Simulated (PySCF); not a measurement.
Sn(Me)4 (C4H12Sn), SMILES [CH3][Sn]([CH3])([CH3])[CH3].

The structure is a stationary point at PBE0-D3(BJ)/def2-SVP. The isomer is the one that the SMILES or the coordinates give; other isomers of the formula were not compared. The def2 effective core potentials stand for the cores of Sn; spin–orbit coupling is left out.

Method: HF/def2-TZVP in PySCF.

Symmetry labels are those of the subgroup D2 that the program uses (full group Td).

Computed valence orbital energies around the gap with their symmetry:
| orbital | symmetry | energy (eV) |
|---|---|---|
| HOMO−7 | A | -14.73 |
| HOMO−6 | A | -14.73 |
| HOMO−5 | B1 | -14.53 |
| HOMO−4 | B2 | -14.53 |
| HOMO−3 | B3 | -14.53 |
| HOMO−2 | B1 | -10.42 |
| HOMO−1 | B2 | -10.42 |
| HOMO | B3 | -10.42 |
| LUMO | A | 3.07 |
| LUMO+1 | B1 | 3.30 |
| LUMO+2 | B2 | 3.30 |
| LUMO+3 | B3 | 3.30 |
